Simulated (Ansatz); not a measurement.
Reaction (isomerisation): `O=C[SiH](O)O` → `O[SiH]1OCO1`

Program: Ansatz. Geometries: PBE0-D4/def2-TZVP. ΔE: electronic, gas phase. CBS: MP2 limit from def2 TZ/QZ plus the TZ coupled-cluster correction, frozen cores. DFT in def2-TZVPP. B3LYP here is the variant with VWN-RPA as its local correlation; programs differ in this. HSE06 is defined as in plane-wave codes. Each species was taken in one conformer, which may not be the lowest.

`O=C[SiH](O)O`:

Z-matrix (Å, degrees):
```
Si
C 1 1.928
O 1 1.632 2 102.1
O 1 1.635 2 111.4 3 121.5
H 1 1.477 2 112.1 3 -121.2
O 2 1.212 1 118.0 3 -0.9
H 2 1.114 1 123.2 3 180.0
H 3 0.965 1 112.2 2 0.2
H 4 0.959 1 118.2 2 -71.1
```

`O[SiH]1OCO1`:

```xyz
9

O     0.611    1.987   -0.466
Si   -0.011    0.778    0.413
O    -1.130   -0.216   -0.314
C    -0.240   -1.307   -0.080
O     0.864   -0.633    0.524
H     0.941    1.794   -1.347
H    -0.408    1.416    1.677
H     0.054   -1.787   -1.018
H    -0.681   -2.032    0.611
```

| level | ΔE (kcal/mol) | difference from CCSD(T)/CBS |
| --- | --- | --- |
| LDA (SPW92) | -23.3 | -4.9 |
| PBE-D4 | -16.8 | 1.6 |
| revPBE-D4 | -15.5 | 2.9 |
| BLYP-D4 | -12.5 | 5.9 |
| r2SCAN-D4 | -19.4 | -1.0 |
| PBE0-D4 | -20.0 | -1.6 |
| B3LYP-D4 | -15.7 | 2.7 |
| r2SCANh-D4 | -20.3 | -1.9 |
| r2SCAN0-D4 | -21.6 | -3.2 |
| HSE06-D4 | -20.1 | -1.7 |
| BHLYP-D4 | -19.0 | -0.6 |
| CAM-B3LYP-D4 | -18.4 | 0.0 |
| ωB97X-V | -20.1 | -1.7 |
| ωB97M-V | -19.0 | -0.6 |
| B2PLYP | -17.2 | 1.2 |
| PBE-QIDH | -22.1 | -3.7 |
| PBE | -16.8 | 1.6 |
| revPBE | -14.8 | 3.6 |
| BLYP | -12.4 | 6.0 |
| PBE0 | -20.1 | -1.7 |
| B3LYP | -15.8 | 2.6 |
| r2SCANh | -20.3 | -1.9 |
| r2SCAN0 | -21.6 | -3.2 |
| HSE06 | -20.2 | -1.8 |
| BHLYP | -19.1 | -0.7 |
| CAM-B3LYP | -18.5 | -0.1 |
| LC-ωPBE | -21.7 | -3.3 |
| RPA@PBE/def2-TZVPP | -17.8 | 0.6 |
| HF/def2-SVP | -15.2 | 3.2 |
| CCSD/def2-SVP | -14.7 | 3.7 |
| CCSD(T)/def2-SVP | -14.1 | 4.3 |
| HF/def2-TZVPP | -18.3 | 0.1 |
| MP2/def2-TZVPP | -20.2 | -1.8 |
| SCS-MP2/def2-TZVPP | -19.0 | -0.6 |
| CCSD(T)/def2-TZVPP | -18.6 | -0.2 |
| HF/def2-QZVPP | -18.4 | 0.0 |
| MP2/def2-QZVPP | -20.1 | -1.7 |
| HF/CBS(def2) | -18.4 | 0.0 |
| MP2/CBS(def2) | -19.9 | -1.5 |
| CCSD/CBS(def2) | -18.9 | -0.5 |
| CCSD(T)/CBS | -18.4 | 0 |

Largest T1 diagnostic among the species: 0.014.

From PBE to PBE0 (25 % exact exchange), in def2-TZVPP and without D4, ΔE moves by −3.3 kcal/mol. At CCSD(T), def2-SVP lies +4.3 kcal/mol from the extrapolated value and def2-TZVPP −0.2 kcal/mol.
